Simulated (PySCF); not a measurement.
Compound: C4H3BF2O.
Bonds: F1–B2, B2–F3, B2–C4, C4–C5 (aromatic), C5–C6 (aromatic), C6–C7 (aromatic), C7–O8 (aromatic), C4–O8 (aromatic). Hydrogens: H9 on C5; H10 on C6; H11 on C7.

A GFN2-xTB structure was refined with PBE0-D3(BJ)/def2-SVP geometry optimisation, gas phase (PySCF 2.14.0). Its GFN2-xTB values:

```csv
coordinate,GFN2-xTB
F1–B2,1.322 Å
B2–C4,1.534 Å
C4–C5,1.383 Å
C4–O8,1.361 Å
C5–C6,1.405 Å
C5–H9,1.071 Å
C6–C7,1.367 Å
C6–H10,1.070 Å
C7–O8,1.329 Å
C7–H11,1.073 Å
F1–B2–F3,114.6°
F1–B2–C4,121.3°
B2–C4–C5,129.9°
B2–C4–O8,121.6°
F3–B2–C4,124.1°
C4–O8–C7,107.9°
C5–C4–O8,108.5°
C6–C7–O8,111.2°
```

How do these coordinates change at the PBE0-D3(BJ)/def2-SVP level?

```
coordinate  PBE0-D3(BJ)/def2-SVP (Å or °)  change
    C6–H10                          1.088  +0.018
     C5–H9                          1.088  +0.017
    C7–H11                          1.088  +0.015
     C5–C6                          1.420  +0.015
     C4–C5                          1.377  -0.006
     C7–O8                          1.334  +0.005
     C4–O8                          1.364  +0.003
     C6–C7                          1.369  +0.002
     B2–C4                          1.533  -0.001
     F1–B2                          1.322   0.000
  F1–B2–F3                          117.8    +3.2
  B2–C4–O8                          119.8    -1.8
  F1–B2–C4                          119.6    -1.7
  F3–B2–C4                          122.5    -1.6
  B2–C4–C5                          131.5    +1.6
  C5–C4–O8                          108.7    +0.2
  C6–C7–O8                          111.0    -0.2
  C4–O8–C7                          108.0    +0.1
```

The energy falls by 0.040 eV over 9 energy and gradient evaluations, the largest force component goes from 0.0117 to 2.7e-04 Eh/bohr, and the atoms move by 0.030 Å rms after alignment. Among the bonds, C5–H9 and C6–H10 change most and about equally (+0.017 to +0.018 Å). Bonds longer at the end by more than 0.005 Å: 4 of 11; shorter: 1. Rotational constants go from 5011, 1428, 1111 to 4919, 1447, 1118 MHz.

The run used 127 basis functions and 64 SCF cycles in all. On one thread, Arm Neoverse V2 (aarch64) (shared host), this took 54 s and 0.78 GiB of memory at its peak.

PBE0-D3(BJ)/def2-SVP frequencies: not computed here.

Shape of the structure used: `[F:1][B:2]([F:3])[c:4]1[cH:5][cH:6][cH:7][o:8]1`: F1–B2–C4–C5 1°.
